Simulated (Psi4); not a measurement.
A dimer, O2S ··· C3H6 (SMILES O=S=O and C1CC1); the first 3 atoms form monomer A.

```
12

O      1.2381     0.2470     0.0000
S      0.0012    -0.4877     0.0000
O     -1.2393     0.2407     0.0000
C      0.7604    -2.7359    -3.4788
C      1.0593    -2.5665    -2.0152
C      0.0385    -1.6860    -2.6808
H      1.5061    -2.4099    -4.1912
H      0.2055    -3.6118    -3.7865
H      0.7067    -3.3278    -1.3327
H      2.0073    -2.1259    -1.7374
H     -1.0047    -1.8517    -2.4485
H      0.2958    -0.6497    -2.8533
```

**Question.** What interaction energy does SAPT0/jun-cc-pVDZ, frozen core run with Psi4 give, and which attractive term is the largest?

**Answer.** Total -0.65 kcal/mol: electrostatics -6.27, exchange 12.58, induction -2.81, dispersion -4.15. The most attractive term is electrostatics.
